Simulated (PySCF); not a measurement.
HO2, SMILES [O]O (connectivity only; charge and spin as stated), charge -1, multiplicity 1.

Geometry: B3LYP-D3(BJ)/def2-TZVPD. The spin state was assumed, not searched. The isomer is the one that the SMILES or the coordinates give; other isomers of the formula were not compared.

The numbers are results of B3LYP/def2-TZVPD (PySCF), not measurements.

Gas-phase values at a fixed geometry. A positive occupied level means that this level leaves the electron formally unbound; only the finite basis holds it.

Task: Estimate the frontier levels, gap, dipole moment and polarisability. (An estimate is asked for; the answer gives what the named calculation found.)

Result: 
```yaml
highest_occupied_level: 1.39 eV
lowest_empty_level: 4.65 eV
orbital_gap: 3.26 eV
dipole_moment_about_the_centre_of_nuclear_charge: 2.84 D
mean_static_polarisability: 27.2 bohr³ (4.04 Å³)
polarisability_principal_values: 24.1, 25.3, 32.3 bohr³
```
